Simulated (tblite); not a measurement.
Species: C₇H₅O₂ (doublet state).
Structure used (GFN2-xTB), in Å, numbered top down from 1:
```
atom  x, y, z in Å
O1    -3.1080   -2.0136   -0.0516
C2    -2.1615   -1.3284   -0.0332
C3    -1.0917   -0.5313   -0.0121
C4    -1.2504    0.8936    0.0460
C5    -0.1429    1.6969    0.0671
C6     1.1442    1.1704    0.0333
C7     1.3195   -0.2187   -0.0236
O8     2.5948   -0.6878   -0.0541
C9     0.2380   -1.0666   -0.0458
H10   -2.2469    1.3033    0.0710
H11   -0.2721    2.7680    0.1107
H12    2.0142    1.8039    0.0491
H13    2.5922   -1.6519   -0.0902
H14    0.3698   -2.1382   -0.0887
```

Level: GFN2-xTB in tblite, geometry and Hessian alike; calculated harmonic values, unscaled, isolated species. The method is semi-empirical: single wavenumbers can be off by several per cent or more. One conformer, not necessarily the lowest. Open shells enter through the occupations alone, without spin polarisation, and single modes of such species can be off by tens of per cent.

Harmonic wavenumbers (cm⁻¹): 110.0, 123.8, 206.6, 263.5, 376.8, 376.9, 419.6, 441.0, 500.6, 514.9, 587.6, 612.4, 710.2, 735.8, 778.6, 813.8, 905.9, 942.1, 972.4, 1107.4, 1144.9, 1164.8, 1195.2, 1256.1, 1276.9, 1323.5, 1405.4, 1418.8, 1515.2, 1569.5, 2190.6, 3073.4, 3086.2, 3106.6, 3130.3, 3519.0.

A = 3411, B = 1168, C = 870.2 MHz; mass 121.029 u (most abundant isotopes); point group Cs, symmetry number 1; spin multiplicity 2.

Zero-point energy?

Half the sum of the wavenumbers: 21438 cm⁻¹ = 256.45 kJ/mol.

Entropy at 298.15 K, 1 bar (ideal gas, RRHO, classical rotation)?

Translation 168.67, rotation 120.99, vibration 74.08, spin (R ln 2) 5.76: S = 369.5 J/(mol K).

And Cp and H(298.15 K) − H(0)?

Cp = 132.88 J/(mol K), of which vibrations give 99.63 (their classical limit is 36 R = 299.3); H(298.15 K) − H(0) = 23.19 kJ/mol without the zero-point energy, 13.27 from vibrations.

Which modes carry the vibrational entropy at 298.15 K?

110.0 cm⁻¹: 13.68; 123.8 cm⁻¹: 12.72; 206.6 cm⁻¹: 8.68; 263.5 cm⁻¹: 6.86; 376.8 cm⁻¹: 4.40; 376.9 cm⁻¹: 4.40 J/(mol K); the other 30 give 23.35 together.

Blend soft modes into free rotors: weight 1/[1 + (100 cm⁻¹/ν̃)⁴] for the oscillator and the rest for a rotor with moment μB/(μ + B), μ = h/(8π²ν), B = 10⁻⁴⁴ kg m². What vibrational entropy results?

72.81 J/(mol K) in place of 74.08, which changes −T·S at 298.15 K by +0.38 kJ/mol.

How do the functions run with temperature in this model?

```tsv
T (K)	S (J/(mol K))	Cp (J/(mol K))	H − H(0) (kJ/mol)	G − H(0) (kJ/mol)	ln q(vib)
150	299.4	76.6	7.60	-37.31	1.14
250	347.7	115.3	17.21	-69.71	2.71
400	413.3	166.0	38.46	-126.87	5.44
600	490.2	212.9	76.72	-217.43	9.26
900	585.2	254.1	147.38	-379.29	14.74
```

q(vib) and H(0) count from the zero-point level.

Hindered rotation and anharmonicity are outside this model. Other conformers, if any are populated, would add a mixing term that is left out.

On an Arm Neoverse V2 with one thread, no GPU, on a shared host, this took 0.31 s wall. This covers the Hessian and the dipole derivatives.
